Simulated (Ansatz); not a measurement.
Program: Ansatz. Geometries: PBE0-D4/def2-TZVP. ΔE: electronic, gas phase. CBS: MP2 limit from def2 TZ/QZ plus the TZ coupled-cluster correction, frozen cores. This one scheme is used for every species. DFT in def2-TZVPP. Elements past krypton have def2 core potentials. For Sb outer-core shells are correlated without core-valence functions, which leaves a few kJ/mol of doubt a bond.

`C[S][SbH2]` + HCl → `[Cl][SbH2]` + CH₃SH  (ligand exchange at the Sb–S bond)

| level | ΔE (eV) |
| --- | --- |
| B97M-V | -0.26 |
| PBE | -0.20 |
| r2SCAN | -0.20 |
| CCSD/def2-TZVPP | -0.18 |

Problem. What does CCSD(T)/CBS give? (Estimate.)

Solution. The calculation gave: -0.16 eV. The listed levels differ from it by -0.10, -0.04, -0.04, -0.02 eV.

Largest T1 diagnostic among the species: 0.013.

The D4 term adds +0.07 eV with B3LYP and +0.04 eV with PBE0; it sums over pairs of atoms, weighted by their polarisabilities, and B3LYP, whose exchange is more repulsive, gets the larger term. In def2-TZVPP, CCSD(T) changes the Hartree–Fock value by +0.22 eV (the triples alone add +0.04 eV) and MP2 by +0.26 eV. Leaving LDA and LC-ωPBE aside and taking each functional with its dispersion term where it has one, the values, not all of them listed here, spread over 0.11 eV, from B97M-V to revPBE-D4. LDA lies +0.07 eV from PBE without D4.

B3LYP here is the variant with VWN-RPA as its local correlation; programs differ in this.
